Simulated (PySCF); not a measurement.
# Two probes of the same atoms: core binding energy and nuclear shielding

Species: C₃H₄Cl₂Si.
Numbering: `[CH:1]#[C:2][SiH2:3][CH:4]([Cl:5])[Cl:6]`

Binding energies: delta-SCF UKS SCAN, pcX-2 on the ionised atom, pcseg-1 elsewhere, spin-free X2C (PySCF 2.14.0). Shieldings: GIAO PBE0/pcSseg-1, non-relativistic, same geometry.

```tsv
atom	C 1s (eV)
C1	290.80
C2	290.60
C4	293.23
```

Q: What are the absolute isotropic shieldings of these atoms?

A: 
```json
{"atom": "C2", "environment": "alkyne carbon", "C 1s (eV)": "290.60", "isotropic shielding (ppm)": "103.1"}
{"atom": "C1", "environment": "terminal alkyne carbon", "C 1s (eV)": "290.80", "isotropic shielding (ppm)": "80.4"}
{"atom": "C4", "environment": "CHCl2 carbon", "C 1s (eV)": "293.23", "isotropic shielding (ppm)": "114.6"}
```

Q: Among the listed atoms, is the one with the highest binding energy also the least shielded?

A: No. The highest binding energy is at C4 (293.23 eV, shielding 114.6 ppm), the lowest shielding at C1 (80.4 ppm, 290.80 eV).

By binding energy: C2 < C1 < C4. By shielding: C1 < C2 < C4.

Spin contamination (⟨S²⟩ against 0.75 for a pure doublet) is marked for C 1s of C2 (0.86), which makes this value less certain. Isolated species at its GFN2-xTB geometry (one conformer only).

The values belong to the conformer `[CH:1]#[C:2][SiH2:3][CH:4]([Cl:5])[Cl:6]`: C2–Si3–C4–Cl5 175°.
